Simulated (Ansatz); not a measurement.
`C[Si](S)(Cl)C=O` and `C[Si](F)(S)Cl` differ in one atom or group.

Ansatz, PBE0-D4/def2-TZVP geometries, multiplicity 1. Each molecule was computed in one conformer, which needn't be the lowest.

| property | `C[Si](S)(Cl)C=O` |
| --- | --- |
| HOMO energy (PBE0/def2-TZVPP) / eV | -7.08 |
| LUMO energy (ωB97M-V/def2-TZVPP) / eV | 0.40 |
| size of the dipole moment (PBE/def2-TZVPP) / D | 1.23 |
| HOMO–LUMO gap (ωB97M-V/def2-TZVPP) / eV | 9.73 |
| LUMO energy (PBE0/def2-TZVPP) / eV | -1.86 |
| HOMO energy (ωB97M-V/def2-TZVPP) / eV | -9.33 |

What does the change do to each property? (Estimate.)

Ansatz gave: 
```json
{"property": "HOMO energy (PBE0/def2-TZVPP) / eV", "`C[Si](F)(S)Cl`": "-7.96", "shift": "-0.88"}
{"property": "LUMO energy (ωB97M-V/def2-TZVPP) / eV", "`C[Si](F)(S)Cl`": "1.94", "shift": "1.54"}
{"property": "size of the dipole moment (PBE/def2-TZVPP) / D", "`C[Si](F)(S)Cl`": "2.36", "shift": "1.13"}
{"property": "HOMO–LUMO gap (ωB97M-V/def2-TZVPP) / eV", "`C[Si](F)(S)Cl`": "12.12", "shift": "2.39"}
{"property": "LUMO energy (PBE0/def2-TZVPP) / eV", "`C[Si](F)(S)Cl`": "0.20", "shift": "2.06"}
{"property": "HOMO energy (ωB97M-V/def2-TZVPP) / eV", "`C[Si](F)(S)Cl`": "-10.18", "shift": "-0.85"}
```

With PBE0 the HOMO falls by 0.88 eV and the LUMO rises by 2.06 eV, so the gap widens by about 2.94 eV. PBE moves the HOMO by -1.04 eV and ωB97M-V by -0.85 eV. Dipoles are sizes alone; their direction can turn.
